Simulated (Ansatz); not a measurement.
# Molecular dynamics of BF2H2N

Input file:

```yaml
crystal:
  periodic: [false, false, false]
  atoms:
    - { symbol: B, position_ang: [-0.5112, 0.117, -0.3226] }
    - { symbol: F, position_ang: [-0.1337, 1.2207, 0.8888] }
    - { symbol: "N", position_ang: [0.5536, -0.6262, -0.0607] }
    - { symbol: H, position_ang: [0.6966, 0.3413, 0.8534] }
    - { symbol: F, position_ang: [-1.594, 0.4091, -0.9669] }
    - { symbol: H, position_ang: [0.9888, -1.4619, -0.392] }
magnetization:
  spin_polarized: true
basis:
  gaussian: { orbitals: STO-3G }
hamiltonian:
  xc: b3lyp
  dispersion: d4
md:
  timestep: 0.5
  n_steps: 150
  ensemble: nve
  temperature: 600.0
  initial_velocities: maxwell_boltzmann
  seed: 335239
```

Command:

```bash
$ ansatz run input.yaml --threads 1 --pin off --max-ram 2048MiB --backend cpu --events-out ev --progress --plain --runs-dir out
```

It starts from a rough guess of a transition structure, not a stationary point.

Output, in part (step lines, the closing report, with atoms numbered from 0):

```
md step     0: t =     0.00 fs  T =   600.0 K  F+E_penalty+E_count = -7526.08885157 eV  E_kin = 0.310224 eV  conserved = -7525.77862758 eV  (23 SCF iters)
[... lines left out ...]
Total energy: -7527.75361813 eV, -276.6398429718 hartree
Atom 0 at    -0.336260     0.352836    -0.293283 Å, force    -4.469006     4.317048     4.604787 eV/Å
Atom 1 at    -0.257930     1.250219     0.856450 Å, force    -0.351623    -1.485720    -3.436016 eV/Å
Atom 2 at     0.471927    -0.749872    -0.072063 Å, force     2.759475    -2.739937    -2.156677 eV/Å
Atom 3 at     1.110062    -0.559037     0.679789 Å, force     0.779451     0.671148     2.817281 eV/Å
Atom 4 at    -1.543970     0.355809    -0.914086 Å, force     1.835916     0.287971    -0.321064 eV/Å
Atom 5 at     1.232642    -0.924139    -0.760594 Å, force    -0.554213    -1.050509    -1.508310 eV/Å
Dipole moment:     0.404435     0.028017    -0.157436 e Å
```

The steps, from the saved trajectory:

```
time (fs)  T (K)  potential energy less start (eV)  conserved less start (meV/atom)
      0.0    600                             0.000                             0.00
      2.5    548                             0.027                            -0.04
      5.0    744                            -0.071                             0.52
      7.5   2140                            -0.797                            -0.12
     10.0   3416                            -1.455                             0.25
     12.5   4449                            -1.994                            -0.65
     15.0   3265                            -1.379                            -0.20
     17.5   2202                            -0.825                             0.59
     20.0   3710                            -1.611                            -0.57
     22.5   4323                            -1.926                            -0.29
     25.0   3939                            -1.726                             0.04
     27.5   3928                            -1.721                             0.02
     30.0   4151                            -1.836                             0.05
     32.5   4615                            -2.077                            -0.18
     35.0   4418                            -1.976                            -0.38
     37.5   3016                            -1.251                            -0.27
     40.0   1513                            -0.469                             0.47
     42.5   1865                            -0.654                             0.06
     45.0   2859                            -1.169                            -0.14
     47.5   3014                            -1.250                            -0.31
     50.0   2039                            -0.744                             0.05
     52.5   1290                            -0.355                             0.29
     55.0   1846                            -0.642                             0.31
     57.5   3573                            -1.539                            -0.37
     60.0   4124                            -1.824                            -0.23
     62.5   4205                            -1.862                             0.24
     65.0   5023                            -2.289                            -0.37
     67.5   4927                            -2.240                            -0.49
     70.0   3973                            -1.742                             0.29
     72.5   4048                            -1.784                            -0.29
     75.0   3823                            -1.665                             0.27
```

All steps were run. The conserved energy stayed within 0.69 meV per atom of its start (net change 0.27 meV per atom), so the integration is sound. The system heated up, since it started high on the potential surface and ran downhill. A run of 0.075 ps of so small a system gives no equilibrium averages. The orbitals stay closed-shell, which can raise the energy where a bond breaks towards radicals; this wasn't checked here. Limits of this set-up: minimal basis.

The step under study would form F2–H4 and break B1–F2, N3–H4. These pairs go: F2–H4 1.21 → 2.28 Å, B1–F2 1.68 → 1.46 Å, N3–H4 1.34 → 1.00 Å. In the last frame they stand as before the step (other bonds may differ from the relaxed reactants and products). It ends as one piece, BF2H2N. Pairs count as bonded within 1.25 times the sum of covalent radii (0.12 Å more for H–H).

Last frame:

```xyz
6
Properties=species:S:1:pos:R:3
B -0.336 0.353 -0.293
F -0.258 1.250 0.856
N 0.472 -0.750 -0.072
H 1.110 -0.559 0.680
F -1.544 0.356 -0.914
H 1.233 -0.924 -0.761
```

The run took 2.8 min on 1 thread of Arm Neoverse V2 (shared host), peak memory 0.09 GiB.
